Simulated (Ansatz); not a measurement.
GeH4O4 (`[OH][Ge]([OH])([OH])[OH]`) at its PBE0-D4/def2-TZVP geometry, where that method's forces vanish. Charge 0, multiplicity 1.

```xyz
9

O     0.5889   -1.4387    0.8147
Ge    0.0000    0.0001    0.0000
O    -0.7805    1.2033    1.0120
O    -1.2199   -0.5475   -1.1371
O     1.4115    0.7831   -0.6896
H    -0.0809   -2.1263    0.8588
H    -0.1522    1.8396    1.3636
H    -1.8716    0.1341   -1.3211
H     2.1047    0.1523   -0.9014
```

Question: What forces (eV/Å) does PBE-D4/def2-TZVPP give on these atoms in the Gaussian-basis code of Ansatz? (Best estimate.)

Answer: Computed: 
```
O1   0.571 -0.248  0.297
Ge2  0.001  0.000  0.000
O3  -0.626  0.181  0.226
O4  -0.180 -0.560 -0.359
O5   0.234  0.628 -0.163
H6  -0.329 -0.323  0.019
H7   0.309  0.299  0.166
H8  -0.307  0.334 -0.084
H9   0.326 -0.310 -0.101
```
